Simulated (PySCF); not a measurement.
B2H4, charge -1, multiplicity 2. Atoms are numbered in the order given.

```xyz
6

B      0.0000     0.0000     0.8243
B      0.0000     0.0000    -0.8243
H      0.0000     1.0244     1.5072
H      0.0000    -1.0244     1.5072
H      0.0000     1.0244    -1.5072
H      0.0000    -1.0244    -1.5072
```
Charge -1, spin multiplicity 2.

Geometry: PBE-D3(BJ)/def2-TZVPD.

Computed with PBE-D3(BJ)/def2-TZVPD (PySCF 2.14.0).

No scaling factor is applied to the harmonic values.

| mode | ν (cm⁻¹) | IR (km/mol) | moving atoms (share of kinetic energy) |
|---|---|---|---|
| 1 | 338 | 0.0 | H 100 % |
| 2 | 512 | 10.0 | H 96 % |
| 3 | 683 | 0.1 | H 84 %, B 16 % |
| 4 | 808 | 0.0 | H 62 %, B 38 % |
| 5 | 867 | 0.0 | H 63 %, B 37 % |
| 6 | 902 | 0.0 | B 59 %, H 41 % |
| 7 | 1114 | 38.8 | H 89 %, B 11 % |
| 8 | 1177 | 0.0 | H 65 %, B 35 % |
| 9 | 2306 | 590.3 | H 95 % |
| 10 | 2327 | 0.0 | H 90 %, B 10 % |
| 11 | 2347 | 0.0 | H 94 % |
| 12 | 2353 | 777.0 | H 89 %, B 11 % |
